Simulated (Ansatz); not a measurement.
Results of the Gaussian-basis code of Ansatz.

A structure relaxed at PBE0-D4/def2-TZVP, charge 0, multiplicity 1:

```xyz
6

C     0.5927    0.8185    0.7942
N     0.2970    0.6276   -0.3917
Ga   -0.7176   -1.0241   -0.8377
Zn   -0.2607   -0.9095    1.6534
H     1.1482    1.6876    1.1640
H    -1.0595   -1.2001   -2.3822
```

Q: Give its formula and SMILES.

A: CH2GaNZn, `[CH]1=[N][GaH][Zn]1`.

Q: Point group (tolerance 0.08 Å, 0.16 Å for H)?

A: Cs.

Q: Summarise the bond lengths by kind.

A: 1 × C–N 1.237 Å; 1 × C–Zn 2.110 Å; 1 × C–H 1.096 Å; 1 × Ga–N 1.989 Å; 1 × Ga–Zn 2.535 Å; 1 × Ga–H 1.592 Å.
